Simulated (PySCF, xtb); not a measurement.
C4H4O3, SMILES C=C1OCOC1=O. One conformer was computed; it need not be the lowest.

Harmonic wavenumbers (cm⁻¹) from GFN2-xTB run with xtb at its own minimum, in rising order: 134, 174, 265, 361, 510, 623, 671, 740, 749, 803, 864, 914, 1013, 1070, 1071, 1084, 1149, 1242, 1310, 1353, 1479, 1701, 1827, 2868, 2906, 3134, 3178.

Question: What does PySCF 2.14.0 with PBE-D3(BJ)/def2-SVP give at its own minimum? (Estimate from the structure and the level; the computed values follow.)

Answer: 107, 161, 289, 387, 521, 626, 688, 744, 757, 778, 818, 883, 986, 1079, 1096, 1101, 1162, 1297, 1333, 1390, 1470, 1694, 1866, 2954, 3008, 3113, 3227. Paired by order, the mean absolute difference is 28 cm⁻¹ and the zero-point energies are 47.5 and 47.9 kcal/mol.
